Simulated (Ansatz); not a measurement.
Born–Oppenheimer molecular dynamics of CH₇FGaN (11 atoms, charge 0, multiplicity 1). It starts at the highest image of a converged band. Of that band: A vibrational analysis at the climbing image gives 2 clearly imaginary modes (906i, 68i cm⁻¹): a point of higher order, so a lower path passes nearby.

Level of theory: Ansatz 0.2.0, RKS B3LYP/def2-SVP.

```
ensemble                      : NVE (velocity Verlet)
time step                     : 0.5 fs
steps asked                   : 200
starting velocities drawn for : 100 K
seed                          : 7346
```

Frames 2.5 fs apart, positions in Å, forces in eV/Å.

Velocities at 25.0 fs (Å/ps):

```
Ga -0.60 2.35 0.50
H -7.77 12.47 0.57
C -2.07 -1.92 1.28
N -1.77 -0.71 -4.09
H 6.90 -20.63 2.39
F 4.40 -6.47 0.18
H -1.55 9.96 1.90
H -0.92 8.51 -11.52
H -1.36 -21.55 3.64
H 12.47 10.32 -4.85
H -0.40 -6.94 11.46
```

```xyz
11
Properties=species:S:1:pos:R:3:forces:R:3 time_fs=25.0 energy_less_start_eV=-0.088 T=176
Ga 0.030 -0.011 0.236 -0.31 1.27 -0.04
H 1.310 0.398 1.171 0.19 0.05 0.06
C 0.162 0.598 -1.648 1.05 -0.30 -0.03
N -1.439 0.009 1.345 0.16 -0.23 -0.09
H 1.698 -1.057 0.973 0.01 0.16 0.14
F 1.211 -1.764 0.537 0.31 -1.00 -0.15
H -0.591 1.357 -1.868 -0.16 0.22 -0.05
H 0.090 -0.205 -2.405 -0.05 0.09 0.15
H 1.195 1.051 -1.740 -0.89 -0.26 0.00
H -1.267 -0.327 2.288 -0.04 0.05 0.14
H -2.347 -0.320 1.045 -0.27 -0.06 -0.14
11
Properties=species:S:1:pos:R:3:forces:R:3 time_fs=27.5 energy_less_start_eV=-0.109 T=194
Ga 0.028 -0.004 0.238 -0.23 1.18 -0.08
H 1.296 0.430 1.174 0.14 -0.04 0.02
C 0.159 0.593 -1.645 -0.31 -0.24 -0.21
N -1.443 0.006 1.334 0.07 -0.27 0.03
H 1.717 -1.101 0.985 0.09 0.26 0.18
F 1.223 -1.782 0.537 0.20 -0.95 -0.19
H -0.594 1.384 -1.863 0.36 -0.26 0.11
H 0.085 -0.182 -2.428 -0.19 -0.05 0.18
H 1.172 0.995 -1.731 0.15 0.36 -0.07
H -1.238 -0.300 2.281 -0.12 0.06 0.15
H -2.357 -0.339 1.069 -0.15 -0.04 -0.13
11
Properties=species:S:1:pos:R:3:forces:R:3 time_fs=30.0 energy_less_start_eV=-0.104 T=189
Ga 0.026 0.003 0.239 -0.09 1.03 -0.09
H 1.290 0.459 1.179 0.06 -0.14 -0.03
C 0.154 0.586 -1.643 -0.88 -0.28 -0.13
N -1.446 0.003 1.324 -0.33 -0.49 0.28
H 1.740 -1.133 1.005 -0.22 -0.09 -0.11
F 1.235 -1.802 0.536 0.42 -0.42 0.09
H -0.579 1.398 -1.852 0.33 -0.25 0.12
H 0.069 -0.162 -2.442 -0.26 -0.26 0.08
H 1.157 0.959 -1.727 0.86 0.66 -0.12
H -1.216 -0.269 2.282 -0.25 0.12 -0.09
H -2.374 -0.361 1.086 0.35 0.12 -0.01
11
Properties=species:S:1:pos:R:3:forces:R:3 time_fs=32.5 energy_less_start_eV=-0.139 T=220
Ga 0.025 0.012 0.240 0.04 0.93 -0.04
H 1.288 0.480 1.181 -0.03 -0.21 -0.08
C 0.146 0.578 -1.641 0.69 -0.24 -0.14
N -1.451 -0.003 1.315 -0.11 -0.36 0.37
H 1.751 -1.168 1.020 -0.23 -0.12 -0.16
F 1.248 -1.824 0.536 0.39 -0.26 0.14
H -0.546 1.399 -1.835 -0.20 0.27 0.00
H 0.038 -0.156 -2.450 -0.20 -0.26 0.09
H 1.183 0.957 -1.729 -0.22 0.14 -0.06
H -1.208 -0.231 2.280 -0.27 0.09 -0.03
H -2.374 -0.376 1.100 0.14 0.03 -0.09
11
Properties=species:S:1:pos:R:3:forces:R:3 time_fs=35.0 energy_less_start_eV=-0.149 T=228
Ga 0.023 0.021 0.241 0.11 0.85 0.02
H 1.284 0.489 1.180 -0.07 -0.22 -0.08
C 0.141 0.569 -1.641 1.35 0.00 -0.31
N -1.457 -0.010 1.308 0.28 -0.11 0.26
H 1.750 -1.209 1.028 0.12 0.26 0.14
F 1.263 -1.847 0.536 0.02 -0.58 -0.16
H -0.523 1.414 -1.817 -0.33 0.28 -0.03
H -0.005 -0.165 -2.452 -0.07 -0.06 0.22
H 1.199 0.965 -1.735 -0.87 -0.31 -0.06
H -1.215 -0.188 2.276 -0.19 0.03 0.23
H -2.368 -0.390 1.109 -0.33 -0.15 -0.22
11
Properties=species:S:1:pos:R:3:forces:R:3 time_fs=37.5 energy_less_start_eV=-0.193 T=266
Ga 0.021 0.031 0.242 0.11 0.70 0.03
H 1.276 0.485 1.173 -0.01 -0.17 -0.01
C 0.142 0.560 -1.642 0.11 0.46 -0.32
N -1.461 -0.017 1.301 -0.07 -0.23 0.30
H 1.754 -1.236 1.042 0.05 0.18 0.07
F 1.278 -1.872 0.536 0.04 -0.43 -0.10
H -0.518 1.442 -1.801 0.02 -0.37 0.05
H -0.052 -0.178 -2.441 0.02 0.06 0.21
H 1.171 0.956 -1.745 -0.10 -0.22 -0.18
H -1.235 -0.142 2.285 -0.20 0.02 0.08
H -2.376 -0.411 1.106 0.02 0.00 -0.14
11
Properties=species:S:1:pos:R:3:forces:R:3 time_fs=40.0 energy_less_start_eV=-0.199 T=272
Ga 0.019 0.041 0.243 0.08 0.54 0.03
H 1.268 0.470 1.167 0.11 -0.10 0.10
C 0.143 0.552 -1.644 -1.15 0.42 0.00
N -1.466 -0.026 1.296 -0.38 -0.35 0.44
H 1.760 -1.254 1.058 -0.24 -0.19 -0.26
F 1.292 -1.899 0.536 0.29 0.01 0.21
H -0.512 1.451 -1.782 0.09 -0.55 0.03
H -0.099 -0.188 -2.419 0.04 -0.02 0.03
H 1.138 0.936 -1.766 1.01 0.09 -0.33
H -1.267 -0.096 2.297 -0.21 0.00 -0.22
H -2.384 -0.432 1.094 0.36 0.16 -0.05
11
Properties=species:S:1:pos:R:3:forces:R:3 time_fs=42.5 energy_less_start_eV=-0.248 T=313
Ga 0.018 0.052 0.244 0.08 0.42 0.11
H 1.265 0.449 1.166 0.16 -0.04 0.15
C 0.140 0.547 -1.647 -0.18 0.20 0.15
N -1.472 -0.036 1.293 -0.02 -0.12 0.29
H 1.754 -1.281 1.062 -0.07 0.03 -0.08
F 1.308 -1.925 0.536 0.09 -0.17 0.03
H -0.503 1.431 -1.762 -0.25 0.03 -0.10
H -0.143 -0.200 -2.394 0.05 -0.11 -0.11
H 1.156 0.918 -1.806 0.30 -0.18 -0.22
H -1.310 -0.049 2.299 -0.10 -0.05 -0.09
H -2.373 -0.446 1.079 -0.07 0.00 -0.13
11
Properties=species:S:1:pos:R:3:forces:R:3 time_fs=45.0 energy_less_start_eV=-0.254 T=318
Ga 0.016 0.063 0.245 0.16 0.33 0.27
H 1.272 0.426 1.173 0.11 -0.02 0.12
C 0.136 0.543 -1.649 0.94 -0.07 -0.10
N -1.478 -0.046 1.291 0.21 0.01 -0.04
H 1.744 -1.304 1.062 0.16 0.35 0.19
F 1.324 -1.952 0.536 -0.15 -0.46 -0.24
H -0.509 1.412 -1.748 -0.38 0.46 -0.21
H -0.184 -0.217 -2.375 0.09 -0.01 -0.02
H 1.191 0.889 -1.857 -0.82 -0.43 0.05
H -1.359 -0.006 2.296 0.00 -0.07 0.15
H -2.367 -0.459 1.056 -0.33 -0.09 -0.17
11
Properties=species:S:1:pos:R:3:forces:R:3 time_fs=47.5 energy_less_start_eV=-0.282 T=342
Ga 0.015 0.075 0.247 0.29 0.24 0.45
H 1.285 0.401 1.188 0.00 -0.02 0.04
C 0.135 0.539 -1.651 0.11 0.02 -0.28
N -1.484 -0.057 1.289 -0.20 -0.15 -0.12
H 1.741 -1.311 1.069 -0.11 -0.03 -0.13
F 1.339 -1.980 0.535 0.08 -0.02 0.08
H -0.533 1.415 -1.746 0.16 -0.01 -0.20
H -0.219 -0.234 -2.357 0.11 0.11 0.12
H 1.183 0.837 -1.907 -0.60 -0.17 0.10
H -1.409 0.033 2.299 0.01 -0.12 -0.07
H -2.375 -0.475 1.024 0.15 0.15 0.01
11
Properties=species:S:1:pos:R:3:forces:R:3 time_fs=50.0 energy_less_start_eV=-0.272 T=334
Ga 0.014 0.087 0.249 0.38 0.18 0.60
H 1.298 0.375 1.206 -0.12 -0.02 -0.05
C 0.135 0.535 -1.655 -1.43 -0.02 -0.02
N -1.491 -0.068 1.286 -0.23 -0.14 -0.11
H 1.732 -1.319 1.070 -0.20 -0.21 -0.27
F 1.355 -2.008 0.535 0.16 0.20 0.21
H -0.548 1.420 -1.756 0.55 -0.35 -0.16
H -0.249 -0.246 -2.333 0.00 0.02 0.09
H 1.144 0.776 -1.952 0.62 0.30 -0.11
H -1.458 0.065 2.298 0.04 -0.17 -0.27
H -2.377 -0.483 0.993 0.23 0.22 0.09
11
Properties=species:S:1:pos:R:3:forces:R:3 time_fs=52.5 energy_less_start_eV=-0.279 T=340
Ga 0.013 0.099 0.251 0.40 0.16 0.71
H 1.303 0.347 1.220 -0.19 -0.01 -0.12
C 0.129 0.530 -1.658 -0.96 -0.30 0.08
N -1.498 -0.080 1.283 0.30 0.05 -0.34
H 1.713 -1.336 1.058 0.06 0.21 0.09
F 1.372 -2.036 0.535 -0.10 -0.21 -0.14
H -0.533 1.407 -1.775 0.26 0.08 -0.19
H -0.278 -0.257 -2.304 -0.13 -0.16 -0.04
H 1.136 0.731 -2.002 0.53 0.31 0.00
H -1.504 0.087 2.284 0.10 -0.14 0.01
H -2.368 -0.480 0.966 -0.27 0.01 -0.06
```

Of the whole run (100 fs, mean temperature of the second half 324 K): The conserved energy stayed within 0.053 meV per atom of its start (net change 0.021 meV per atom), so the integration is sound. The system heated up, since it started high on the potential surface and ran downhill. A run of 0.1 ps of so small a system gives no equilibrium averages. The orbitals stay closed-shell, which can raise the energy where a bond breaks towards radicals; this wasn't checked here.

Time of the run: 9.5 min on 2 threads of Arm Neoverse V1 (shared host), peak memory 0.25 GiB.
